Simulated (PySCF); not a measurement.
## Calculated data, B2GeH8Si, CH9BGeSi

All values are calculated (PySCF 2.14.0). Calculation on a computer-drawn molecule: the log of a Hartree-Fock and frozen-core CCSD(T) single point meant for a local Hartree-Fock minimum, with one planted fault or none, to be diagnosed. Offsets are logged minus clean, where the clean run is the same molecule without the fault. The reference is restricted for singlets and unrestricted otherwise, and also for a bond in bohr or an excited solution. Adding or removing an electron swaps singlet and doublet. The excited solution moves the top pair (singlet) or top alpha electron (doublet) to the lowest empty orbital. Highest occupied and lowest empty are orbital energies over both spins, largest force is the largest gradient component, triples share is (T) over the correlation energy, the T1 limit is 0.02 restricted and 0.045 unrestricted, electrons count all cores, a negative frequency is imaginary (commonest isotopes), and the dipole is about the centre of nuclear charge; on germanium a core potential holds 10 electrons, which the energies leave out, and 3d is frozen in MP2 and coupled-cluster steps.

Common to all runs: meant charge 0; meant multiplicity 1; meant basis cc-pV(D+d)Z; meant basis and core potential on germanium cc-pVDZ-PP ECP10MDF; logged SCF converged yes; logged CC converged yes; logged SCF stable within its kind yes; possible faults no fault, one electron removed, one electron added, multiplicity raised by two, geometry at a saddle point, SCF held on an excited solution, minimal basis STO-3G, one bond length entered in bohr, all coordinates scaled.

(1) 
```xyz
12
formula=B2GeH8Si logged_electrons=64 logged_basis_functions=114 logged_spin_squared=0 logged_highest_occupied=-10.431 logged_lowest_empty=0.49685 logged_largest_force=0.063511 logged_T1_diagnostic=0.016763 logged_D1_diagnostic=0.054201 logged_triples_share=0.025537 logged_dipole_magnitude=0.6047 logged_energy_HF=-636.17637 logged_energy_CCSD(T)=-636.6278 planted_fault=all_coordinates_scaled,by_-8.7_% HF_energy_offset_from_clean_run=53.79 CCSD(T)_energy_offset_from_clean_run=54.53
B      0.3885     0.6142     0.8789
Si    -0.6876    -0.8730     1.2178
B     -2.3388    -0.5308     0.4190
Ge    -2.8949    -1.2175    -1.2729
H      0.4864     1.4277     1.6057
H      0.9176     0.7192    -0.0749
H     -0.8488    -1.0695     2.5521
H     -0.1178    -1.9925     0.7016
H     -3.0503     0.1137     0.9493
H     -3.7109    -2.3360    -1.0363
H     -3.6476    -0.2853    -2.0014
H     -1.8250    -1.6334    -2.0769
```

Units: logged_highest_occupied, logged_lowest_empty in eV; logged_largest_force in hartree/bohr; logged_dipole_magnitude in debye; logged_energy_HF, logged_energy_CCSD(T) in hartree; HF_energy_offset_from_clean_run, CCSD(T)_energy_offset_from_clean_run in kcal/mol.

Drawn bonds:
| atom | other atom | order |
| --- | --- | --- |
| 1 | 2 | 1 |
| 2 | 3 | 1 |
| 3 | 4 | 1 |
| 1 | 5 | 1 |
| 1 | 6 | 1 |
| 2 | 7 | 1 |
| 2 | 8 | 1 |
| 3 | 9 | 1 |
| 4 | 10 | 1 |
| 4 | 11 | 1 |
| 4 | 12 | 1 |

(2) 
```xyz
12
formula=B2GeH8Si logged_electrons=65 logged_basis_functions=114 logged_spin_squared=0.7826 logged_highest_occupied=-1.5064 logged_lowest_empty=5.8163 logged_largest_force=0.027819 logged_T1_diagnostic=0.029288 logged_D1_diagnostic=0.17259 logged_triples_share=0.030777 logged_dipole_magnitude=3.0055 logged_energy_HF=-636.27688 logged_energy_CCSD(T)=-636.75586
B      0.4256     0.6727     0.9627
Si    -0.7532    -0.9562     1.3339
B     -2.5617    -0.5814     0.4590
Ge    -3.1708    -1.3335    -1.3942
H      0.5327     1.5638     1.7587
H      1.0051     0.7877    -0.0821
H     -0.9296    -1.1714     2.7953
H     -0.1290    -2.1824     0.7685
H     -3.3410     0.1245     1.0397
H     -4.0645    -2.5585    -1.1351
H     -3.9952    -0.3125    -2.1921
H     -1.9989    -1.7891    -2.2748
```

Units: logged_highest_occupied, logged_lowest_empty in eV; logged_largest_force in hartree/bohr; logged_dipole_magnitude in debye; logged_energy_HF, logged_energy_CCSD(T) in hartree.

Drawn bonds:
| atom | other atom | order |
| --- | --- | --- |
| 1 | 2 | 1 |
| 2 | 3 | 1 |
| 3 | 4 | 1 |
| 1 | 5 | 1 |
| 1 | 6 | 1 |
| 2 | 7 | 1 |
| 2 | 8 | 1 |
| 3 | 9 | 1 |
| 4 | 10 | 1 |
| 4 | 11 | 1 |
| 4 | 12 | 1 |

(3) 
```xyz
13
formula=CH9BGeSi logged_electrons=67 logged_basis_functions=119 logged_spin_squared=0.7606 logged_highest_occupied=-0.65785 logged_lowest_empty=7.5747 logged_largest_force=0.037362 logged_T1_diagnostic=0.011169 logged_D1_diagnostic=0.031176 logged_triples_share=0.027521 logged_dipole_magnitude=10.767 logged_energy_HF=-650.05103 logged_energy_CCSD(T)=-650.59064
B     -0.2120    -1.1435    -0.4365
Si     0.5445     0.2198     0.8800
C      2.3633     0.6411     0.5889
Ge     2.7666     1.6392    -1.0595
H     -1.3986    -1.2707    -0.5705
H      0.4922    -1.8804    -1.0725
H     -0.2590     1.4715     0.8551
H      0.3835    -0.3767     2.2375
H      2.7410     1.2322     1.4293
H      2.9434    -0.2874     0.5661
H      2.1834     3.0553    -0.9795
H      4.2824     1.7382    -1.2687
H      2.1512     0.9309    -2.2763
```

Units: logged_highest_occupied, logged_lowest_empty in eV; logged_largest_force in hartree/bohr; logged_dipole_magnitude in debye; logged_energy_HF, logged_energy_CCSD(T) in hartree.

Drawn bonds:
| atom | other atom | order |
| --- | --- | --- |
| 1 | 2 | 1 |
| 2 | 3 | 1 |
| 3 | 4 | 1 |
| 1 | 5 | 1 |
| 1 | 6 | 1 |
| 2 | 7 | 1 |
| 2 | 8 | 1 |
| 3 | 9 | 1 |
| 3 | 10 | 1 |
| 4 | 11 | 1 |
| 4 | 12 | 1 |
| 4 | 13 | 1 |

**Q.** B2GeH8Si (entry 2): planted fault?
**A.** one electron added

**Q.** Which fault was planted in the run of CH9BGeSi (entry 3)?
**A.** one electron added

Further results for B2GeH8Si (entry 2):

* HF energy offset from clean run: -9.287 kcal/mol
* CCSD(T) energy offset from clean run: -25.83 kcal/mol

Further results for CH9BGeSi (entry 3):

* HF energy offset from clean run: 10.11 kcal/mol
* CCSD(T) energy offset from clean run: -2.871 kcal/mol
